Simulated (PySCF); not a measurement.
**`C[C@H](C#N)[C@H]1C[C@H](F)O1`, C$_{6}$H$_{8}$FNO**

Geometry:
| atom | x (Å) | y (Å) | z (Å) |
| --- | --- | --- | --- |
| C1 | -2.002 | -0.815 | -0.298 |
| C2 | -1.129 | 0.319 | 0.249 |
| C3 | -0.946 | 1.334 | -0.764 |
| N4 | -0.794 | 2.115 | -1.584 |
| C5 | 0.232 | -0.211 | 0.717 |
| C6 | 1.292 | -0.488 | -0.362 |
| C7 | 2.093 | 0.585 | 0.376 |
| F8 | 3.207 | 0.088 | 0.995 |
| O9 | 1.061 | 0.815 | 1.290 |
| H10 | -2.961 | -0.426 | -0.630 |
| H11 | -2.175 | -1.557 | 0.477 |
| H12 | -1.514 | -1.298 | -1.142 |
| H13 | -1.616 | 0.792 | 1.110 |
| H14 | 0.078 | -1.029 | 1.430 |
| H15 | 1.748 | -1.473 | -0.334 |
| H16 | 1.005 | -0.222 | -1.375 |
| H17 | 2.412 | 1.483 | -0.165 |

The calculation used TDDFT B3LYP/def2-SVPD circular dichroism and optical rotation, one conformer, gas phase (PySCF). Geometry: GFN2-xTB.

The molecule is flexible and this is one conformer; a measurement averages over conformers. States above about 8.4 eV lie in this functional's continuum (it starts at minus the energy of the highest occupied orbital, well below the true ionisation energy for most functionals) and depend on the basis.

(1) Draw the ECD and absorption spectra from the lowest 12 states, each a Gaussian of half-width 0.25 eV at 1/e height.

## Answers

(1) 
| E (eV) | λ (nm) | Δε (L mol⁻¹ cm⁻¹) | ε (L mol⁻¹ cm⁻¹) |
| --- | --- | --- | --- |
| 6.91 | 179 | +0.11 | 12.1 |
| 7.06 | 176 | +0.87 | 93.8 |
| 7.21 | 172 | +3.13 | 356 |
| 7.36 | 169 | +5.18 | 676 |
| 7.51 | 165 | +3.29 | 681 |
| 7.66 | 162 | +0.45 | 487 |
| 7.81 | 159 | +4.27 | 642 |
| 7.96 | 156 | +18.19 | 1400 |
| 8.11 | 153 | +33.65 | 2320 |
| 8.26 | 150 | +34.26 | 2870 |
| 8.41 | 147 | +24.23 | 3210 |

Δε uses R in velocity form, ε uses f in length form. Only the states computed contribute, so the short-wavelength end is incomplete.

The sign of the CD band at 155 nm isn't settled: the length form gives the opposite one.
